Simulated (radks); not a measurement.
Question: Successive ionisation energies (eV) of one element, from differences of total energies of ions in their ground configurations, starting at charge 13: 271.88, 286.77, 319.52, 353.46, 388.55, 424.72, 618.61, 656.41, 694.63, 733.19, 772.05, 826.25, 867.40. Method: scalar-relativistic Kohn-Sham, r2SCAN, spin-polarised, spherical densities, finite nucleus; open shells are filled with parallel spins first (spin-orbit coupling, left out, can overturn this in heavy ions); meta-GGA in the generalised Kohn-Sham scheme; Fermi nuclear charge, rms radius 5.06 fm; computed with a radial shooting solver on a logarithmic mesh with Libxc functionals. Which element is it?

Answer: Terbium (Z = 65). The first species listed is Tb13+ in [Kr] 4d10 4f4 5s2, the last Tb25+ in [Kr] 4d4.
